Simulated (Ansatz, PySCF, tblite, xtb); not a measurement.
Intermolecular potential of BF3 ··· CH3Br (SMILES FB(F)F and CBr). Monomers: optimised at B3LYP-D3(BJ) (def2-TZVP), held rigid. Orientation: lowest of the rigid-body minima from ten starts at GFN2-xTB. The monomers approach along the line of their centres of mass (distance R); nothing else relaxes.

- RHF/STO-3G = PySCF with restricted Hartree-Fock/STO-3G, no counterpoise correction
- GFN2-xTB (tblite)
- GFN1-xTB (xtb)
- CCSD(T)/aug-cc-pVDZ = CCSD(T) on RHF/aug-cc-pVDZ, cores with 3d frozen, counterpoise-corrected run with Ansatz (a quantum-chemistry and plane-wave program)

Interaction energies in kcal/mol; the last columns give the difference from CCSD(T):

```csv
R / Å,RHF/STO-3G,GFN2-xTB,GFN1-xTB,CCSD(T)/aug-cc-pVDZ,RHF/STO-3G − CCSD(T)/aug-cc-pVDZ,GFN2-xTB − CCSD(T)/aug-cc-pVDZ,GFN1-xTB − CCSD(T)/aug-cc-pVDZ
2.28,25.64,9.76,7.28,26.47,-0.84,-16.71,-19.19
2.48,8.63,0.71,-1.00,11.46,-2.84,-10.75,-12.47
2.80,-0.88,-3.60,-3.71,1.03,-1.91,-4.63,-4.74
2.91,-1.76,-3.77,-3.49,-0.50,-1.26,-3.28,-2.99
3.14,-2.09,-3.43,-2.62,-2.03,-0.06,-1.40,-0.59
3.38,-1.64,-2.80,-1.78,-2.36,0.72,-0.44,0.58
3.66,-1.07,-2.15,-1.16,-2.11,1.04,-0.04,0.95
3.94,-0.69,-1.66,-0.81,-1.68,1.00,0.02,0.87
4.32,-0.41,-1.20,-0.56,-1.16,0.75,-0.04,0.60
5.04,-0.20,-0.64,-0.30,-0.54,0.34,-0.10,0.25
6.18,-0.08,-0.25,-0.11,-0.19,0.11,-0.06,0.08
7.43,-0.04,-0.10,-0.04,-0.08,0.04,-0.02,0.04
```

RHF/STO-3G is furthest from CCSD(T)/aug-cc-pVDZ at 2.48 (-2.84 kcal/mol, below); its mean absolute difference over the points is 0.91 kcal/mol.

GFN2-xTB is furthest from CCSD(T)/aug-cc-pVDZ at 2.28 (-16.71 kcal/mol, below); its mean absolute difference over the points is 3.12 kcal/mol.

GFN1-xTB is furthest from CCSD(T)/aug-cc-pVDZ at 2.28 (-19.19 kcal/mol, below); its mean absolute difference over the points is 3.61 kcal/mol.
